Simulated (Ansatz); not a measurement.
Correlation energies of C2H5AsO2 (`CC(=O)O[AsH2]`) by basis set

Z-matrix (Å, degrees):
```
C
C 1 1.497
H 1 1.087 2 109.7
H 1 1.092 2 109.7 3 -121.2
H 1 1.091 2 109.7 3 121.2
O 2 1.208 1 125.1 3 0.1
O 2 1.329 1 112.7 3 -179.5
As 7 1.854 2 111.7 1 -175.6
H 8 1.528 7 89.2 2 -164.9
H 8 1.525 7 96.3 2 -73.2
```

Charge 0, multiplicity 1. Correlated methods include outer-core shells of As, which these sets cover unevenly. Scalar relativity is left out up to krypton. Geometry: relaxed with PBE0-D4/def2-TZVP. Frozen core, restricted reference, the Gaussian-basis code of Ansatz.

```json
{"basis": "def2-SVP", "HF (Eh)": "-2462.13142", "MP2 corr.": "-0.86935", "CCSD corr.": "-0.90059", "(T)": "-0.02795", "CCSD(T) total": "-2463.05996"}
{"basis": "def2-TZVPP", "HF (Eh)": "-2462.68598", "MP2 corr.": "-1.06278", "CCSD corr.": "-1.08446", "(T)": "-0.04524", "CCSD(T) total": "-2463.81568"}
{"basis": "def2-QZVPP", "HF (Eh)": "-2462.74213", "MP2 corr.": "-1.40380", "CCSD corr.": "–", "(T)": "–", "CCSD(T) total": "–"}
```
